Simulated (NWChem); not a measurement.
System: BH2OI; SMILES OBI

NWChem input:

```
start job
memory heap 200 mb stack 900 mb global 1100 mb
geometry units angstroms noautoz
  B     -0.582137     1.487997     0.000000
  H     -1.761359     1.717162     0.000000
  I      0.063070    -0.566557     0.000000
  O      0.295108     2.493035     0.000000
  H      1.220998     2.220410     0.000000
end
basis spherical
  * library def2-svp
end
ecp
  I library def2-ecp
end
dft
  xc xcamb88 1.00 lyp 0.81 vwn_5 0.19 hfexch 1.00
  cam 0.33 cam_alpha 0.19 cam_beta 0.46
  iterations 150
  vectors input atomic output neutral.movecs
end
task dft energy
charge 1
dft
  odft
  mult 2
  vectors input atomic output cation.movecs
end
task dft energy
```

Output (shortened):

```
             Northwest Computational Chemistry Package (NWChem) 7.3.0
             --------------------------------------------------------

 CS  symmetry detected

                             Geometry "geometry" -> ""
                             -------------------------

 Output coordinates in angstroms (scale by  1.889725989 to convert to a.u.)

  No.       Tag          Charge          X              Y              Z
 ---- ---------------- ---------- -------------- -------------- --------------
    1 B                    5.0000    -0.59532222     1.47715653     0.00000000
    2 H                    1.0000    -1.77133421     1.72226244     0.00000000
    3 I                   53.0000     0.02201531    -0.58594274     0.00000000
    4 O                    8.0000     0.29544657     2.47022810     0.00000000
    5 H                    1.0000     1.21756150     2.18509526     0.00000000

 Effective nuclear repulsion energy (a.u.)     183.0467963030

      Symmetry information
      --------------------

 Group name             Cs
 Group number              2
 Group order               2
 No. of unique centers     5

                                 NWChem DFT Module
                                 -----------------

 Summary of "ao basis" -> "ao basis" (spherical)
 ------------------------------------------------------------------------------
       Tag                 Description            Shells   Functions and Types
 ---------------- ------------------------------  ------  ---------------------
 B                          def2-svp                 6       14   3s2p1d
 H                          def2-svp                 3        5   2s1p
 I                          def2-svp                10       26   4s4p2d
 O                          def2-svp                 6       14   3s2p1d

      Symmetry analysis of basis
      --------------------------

        a'         46
        a"         18

            General Information
            -------------------
          SCF calculation type: DFT
          Wavefunction type:  closed shell.
          No. of atoms     :     5
          No. of electrons :    40
           Alpha electrons :    20
            Beta electrons :    20
          Charge           :     0
          Spin multiplicity:     1
          Use of symmetry is: on ; symmetry adaption is: on
          Maximum number of iterations: 150
          AO basis - number of functions:    64
                     number of shells:    28
          Convergence on energy requested:  1.00D-06
          Convergence on density requested:  1.00D-05
          Convergence on gradient requested:  5.00D-04

              XC Information
              --------------
                     Hartree-Fock (Exact) Exchange  1.000
                   CAM-Becke88 Exchange Functional  1.000
                      VWN V Correlation Functional  0.190 local
              Lee-Yang-Parr Correlation Functional  0.810

           Range-Separation Parameters
           ---------------------------
           Alpha           :  0.19
           Beta            :  0.46
           Gamma           :  0.33
           Short-Range HF  :     F

             Grid Information
             ----------------
          Grid used for XC integration:  medium
          Radial quadrature: Mura-Knowles
          Angular quadrature: Lebedev.
          Tag              B.-S. Rad. Rad. Pts. Rad. Cut. Ang. Pts.
          ---              ---------- --------- --------- ---------
          B                   0.85       49           8.0       434
          H                   0.35       45          10.0       434
          I                   1.40      123           9.0       590
          O                   0.60       49           9.0       434
          Grid pruning is: on
          Number of quadrature shells:   311
          Spatial weights used:  Erf1

      Superposition of Atomic Density Guess
      -------------------------------------

 Sum of atomic energies:        -447.32082643

      Non-variational initial energy
      ------------------------------

 Total energy =    -397.723839
 1-e energy   =    -852.561145
 2-e energy   =     354.802957
 HOMO         =      -0.344952
 LUMO         =       0.031125

      Symmetry analysis of molecular orbitals - initial
      -------------------------------------------------

  Numbering of irreducible representations:

     1 a'          2 a"

  Orbital symmetries:

     1 a'          2 a'          3 a'          4 a'          5 a'
     6 a"          7 a'          8 a'          9 a"         10 a'
    11 a"         12 a'         13 a'         14 a'         15 a'
    16 a'         17 a"         18 a'         19 a"         20 a'
    21 a"         22 a'         23 a'         24 a'         25 a'
    26 a'         27 a'         28 a"         29 a'         30 a"

   convergence    iter        energy       DeltaE   RMS-Dens  Diis-err
 ---------------- ----- ----------------- --------- --------- ---------
 d= 0,ls=0.0,diis     1   -398.8692294224 -4.99D+02  1.35D-02  4.60D-01
 d= 0,ls=0.0,diis     2   -398.8803377367 -1.11D-02  6.41D-03  5.05D-01
 d= 0,ls=0.0,diis     3   -398.9300217470 -4.97D-02  1.34D-03  1.33D-02
 d= 0,ls=0.0,diis     4   -398.9311875798 -1.17D-03  5.97D-04  1.71D-03
 d= 0,ls=0.0,diis     5   -398.9314218854 -2.34D-04  1.71D-04  7.53D-05
  Resetting Diis
 d= 0,ls=0.0,diis     6   -398.9314361529 -1.43D-05  4.41D-05  2.59D-06
 d= 0,ls=0.0,diis     7   -398.9314367836 -6.31D-07  1.10D-05  1.39D-07
 d= 0,ls=0.0,diis     8   -398.9314368154 -3.18D-08  3.28D-06  5.05D-08

         Total DFT energy =     -398.931436815445
      One electron energy =     -854.712373989646
           Coulomb energy =      391.347599983216
    Exchange-Corr. energy =      -35.601011796250
 Nuclear repulsion energy =      100.034348987235

 Numeric. integr. density =       40.000002516840

[...]
```

Level: CAM-B3LYP/def2-SVP with def2 effective core potentials on I, vertical spin-unrestricted ions. Structure relaxed at the PBE0/def2-SVP level. No frequency run checked for a minimum. def2 effective core potentials on I; no spin-orbit coupling.
